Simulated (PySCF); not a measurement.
**Calculated properties of `[PH3+][SiH2]CCCCl`**

Compound: C3H11ClPSi (charge +1).
Z-matrix (Å and degrees, GFN2-xTB geometry), rows numbered from 1:
```
P 
Si  1  2.3352
C   2  1.9093  1  106.11
C   3  1.5335  2  117.11  1    84.93
C   4  1.5163  3  113.70  2   -73.69
Cl  5  1.7852  4  110.83  3    64.17
H   1  1.3737  2  121.91  3     7.68
H   1  1.3894  2  111.48  3   122.51
H   1  1.3728  2  121.26  3  -123.15
H   2  1.4597  1  101.47  3   123.49
H   2  1.4643  1  100.17  3  -117.01
H   3  1.0938  2  110.20  1   -40.50
H   3  1.0922  2  106.64  1  -154.93
H   4  1.0925  3  108.66  2   167.56
H   4  1.0907  3  110.19  2    50.01
H   5  1.0892  4  111.17  3  -177.58
H   5  1.0901  4  111.69  3   -54.90
```

Among its groups: C–Cl bond, Si–H bond and C–Si bond.

From GFN2-xTB geometry:

- Point group of the GFN2-xTB geometry: C1
- Rotational constants A, B, C of the GFN2-xTB geometry: 2.106, 1.551, 1.030 GHz

From PBE0/def2-SVPD ground state and vertical TDDFT (core frozen in the response) (PySCF):

- HOMO energy: -12.77 eV
- LUMO energy: -5.07 eV
- HOMO–LUMO gap: 7.70 eV
- Lowest singlet excitation: 6.56 eV (189 nm, f = 0.007)
- Strongest line among the 6 lowest singlet transitions: S6 at 7.32 eV (169 nm, f = 0.015)
- Lowest triplet excitation (Tamm–Dancoff): 6.28 eV
- Static isotropic polarisability: 95.3 au
- Electronic spatial extent ⟨r²⟩ about the centre of nuclear charge: 1184 bohr²

From PBE0/pcSseg-1 ground state and GIAO shieldings, non-relativistic (PySCF):

* Lowest Hirshfeld atomic charge: -0.14 e on C3
* Highest Hirshfeld atomic charge: +0.39 e on Si2
* 13C chemical shifts (computed TMS as zero) by class: 58.8 (C5), 32.7 (C4), 15.0 (C3) ppm
* 1H chemical shifts (computed TMS as zero) by class: 5.39 (H10/H11), 4.65 (H7/H8/H9), 4.13 (H16/H17), 2.37 (H14/H15), 1.68 (H12/H13) ppm
* Isotropic shieldings of nuclei other than C and H, by class: 374 (Si2), 507 (P1), 786 (Cl6) ppm
* Mayer bond orders between heavy atoms: P1–Si2 0.67, Si2–C3 0.93, C3–C4 1.03, C4–C5 1.03, C5–Cl6 0.90

Monoisotopic mass of the ion (most abundant isotopes, electron mass counted): 141.0051 u.

The principal polarisabilities are 79.4, 96.3 and 110.3 au; their mean is the isotropic value. With B = h/(8π²I), that is 505.379 GHz u Å² over I, the principal moments of inertia are 240.0, 325.9 and 490.7 u Å² (most abundant isotopes); the inertial defect Ic − Ia − Ib is -75.2 u Å² (zero for a rigid planar frame, negative otherwise). S1 lies 1.14 eV below the HOMO–LUMO gap; its leading configuration is HOMO→LUMO, weight 0.96. The rotational constants make it an asymmetric top with κ = (2B − A − C)/(A − C) = -0.03, midway between the prolate (−1) and oblate (+1) limits. The vertical singlet–triplet gap S1 − T1 is 0.28 eV (TDDFT singlet less Tamm–Dancoff triplet; S1: HOMO→LUMO, weight 0.96; T1: HOMO→LUMO, weight 0.92). No computed singlet falls in the visible range (750 to 380 nm, 1.65 to 3.26 eV); S1 lies 3.30 eV above its blue end. The largest Löwdin shares of the LUMO are 0.35 on P1, 0.27 on Si2, 0.14 on H7 and 0.07 on H10.

The structure is a single GFN2-xTB conformer in the gas phase; no vibrational or solvent corrections. NMR classes are plain means over equivalent atoms (diastereotopic ones count apart unless rotation or inversion swaps them), as if these changed places fast; in this geometry the members of some classes differ.

For the TDDFT job (PBE0/def2-SVPD), cost: about 80 s of CPU time on one thread; the machine was shared, so the figure is rough.
